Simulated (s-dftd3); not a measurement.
CH₃Cl₃Si, charge -1, doublet, geometry from GFN2-xTB (a state made from the parent by changing its charge; the spin is typed, not shown lowest); s-dftd3 1.4.0 with D3(bj) for pbe0.

s-dftd3 was given this input:
```
$ s-dftd3 mol.xyz --bj pbe0 --json dftd3.json --noedisp --grad

# file mol.xyz
8

C     -1.88086609    -0.24439940     0.19810488
Si    -0.03103582     0.22941078     0.24173562
Cl     0.94280005    -0.93243123    -1.17927851
Cl    -0.31054700     2.07327251    -1.15476151
Cl     0.45531735    -1.18432133     2.03091734
H     -2.02275001    -1.28867211     0.46708769
H     -2.44430575     0.35993545     0.90406427
H     -2.30194304    -0.07745725    -0.79099435
```

Q: What does s-dftd3 print? Leave out banner, timings and long lists.

A: 
```
-----------------------------------
 s i m p l e   D F T - D 3  v1.4.0
-----------------------------------

Rational (Becke-Johnson) damping: pbe0-D3(BJ)
---------------------
  s6         1.0000
  s8         1.2177
  s9         0.0000
  a1         0.4145
  a2         4.8593
 alp        14.0000
--------------------

Dispersion energy:      -8.8634335799404E-03 Eh

Gradient norm:           8.3889979213593E-04 Eh/a0
--------------------------------------------------
     #    Z           dE/dx      dE/dy      dE/dz
--------------------------------------------------
     1    6 C    -1.739E-04 -1.448E-05  2.613E-05
     2   14 Si    2.650E-05  1.475E-05  9.335E-06
     3   17 Cl    3.260E-04 -1.845E-04 -2.668E-04
     4   17 Cl    5.181E-05  4.025E-04 -1.837E-04
     5   17 Cl    1.845E-04 -1.647E-04  3.705E-04
     6    1 H    -1.300E-04 -5.258E-05  2.442E-05
     7    1 H    -1.438E-04  8.790E-06  4.167E-05
     8    1 H    -1.410E-04 -9.833E-06 -2.155E-05
--------------------------------------------------

Virial:
--------------------------------------------------
      component           x          y          z
--------------------------------------------------
          x       3.100E-03 -4.529E-04 -3.343E-04
          y      -4.529E-04  2.419E-03 -1.115E-03
          z      -3.343E-04 -1.115E-03  2.557E-03
--------------------------------------------------

[Info] JSON dump of results written to 'dftd3.json'
```
